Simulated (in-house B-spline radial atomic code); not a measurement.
The numbers below are computed, except where a source is named.
# Te in an electron gas of r_s = 2.07: phase shifts, screening, friction and resistivity

A nucleus sits in a uniform electron gas with a rigid positive background. The Kohn-Sham equations are solved self-consistently in the spin-unpolarised LDA (PW92), non-relativistic, on B-splines with outgoing waves at the boundary and partial waves to l = 8. The model has no lattice, no bands and no magnetic solution. Atomic units; δ_l are the phase shifts at the Fermi level, counted so that each bound state adds π, and good to about 0.0005.

The density parameter is r_s = 2.07 bohr, near that of the valence electrons of Al (3 per atom, density 2.7 g/cm³, mass 26.98 u, which gives r_s = 2.07).

```tsv
l	δ_l (rad)
0	13.4321
1	10.8879
2	6.8677
3	0.1465
4	0.0196
5	0.0036
6	0.0008
7	0.0003
8	0.0002
```

Bound levels below the band bottom (hartree): d -20.47, s -5.19, p -3.719, d -1.233, s -0.2149 and deeper ones.

Task: Check the Friedel sum rule, and say where the screening charge sits.

Result: k_F = (9π/4)^(1/3)/r_s = 0.92713. The rule is Z = (2/π) Σ (2l + 1) δ_l. The terms are s 8.551, p 20.794, d 21.861, f 0.653 and 0.149 beyond, in all 52.008 against Z = 52. Bound states hold 10 s, 18 p, 20 d electrons, so the scattering states carry 4.01 in all; where a term is smaller than its bound count, the bound level has drawn weight out of the band.

Task: Find the transport cross section and the electronic stopping of a 5 keV Te ion (mass 127.6 u).

Result: σ_tr = (4π/k_F²) Σ (l + 1) sin²(δ_l − δ_(l+1)). The terms for l = 0 to 3 are 0.3164, 1.1853, 0.5397, 0.0641, all together 2.1068, so σ_tr = 14.619 × 2.1068 = 30.800 bohr². With n = 3/(4π r_s³) = 0.02692, the friction coefficient is Q = n k_F σ_tr = 0.7686. For v well below v_F = 0.927, dE/dx = Q v; with 24801 eV per u at v = 1, v = √(5000/(24801 × 127.6)) = 0.0397, so dE/dx = 0.03055 hartree/bohr = 15.7 eV/nm. The largest term couples the p and d waves.

Task: What residual resistivity would 1 atomic per cent of such centres give in Al?

Result: Δρ = k_F n_i σ_tr/n in atomic units of 21.74 μΩ·cm. With one host atom per 3 electrons, n_i/n = 0.01/3, so Δρ = 0.9271 × 0.00333 × 30.800 × 21.74 = 2.07 μΩ·cm. This is an atom added to the gas, as on an interstitial site.

Task: On a substitutional site the background of one host ion, a sphere holding 3 charges, is taken out. The phase shifts for l = 0 to 4 become 13.1652, 10.4510, 6.4282, 0.0384, 0.0039. What follows?

Result: The Friedel sum is now 49.00, for Z − 3 = 49. The sum in σ_tr is 1.4010, so σ_tr = 20.48 bohr² and Δρ = 1.38 μΩ·cm per atomic per cent, 0.67 times the value above. A real host ion scatters too, so this model doesn't give zero even for the host's own atom.
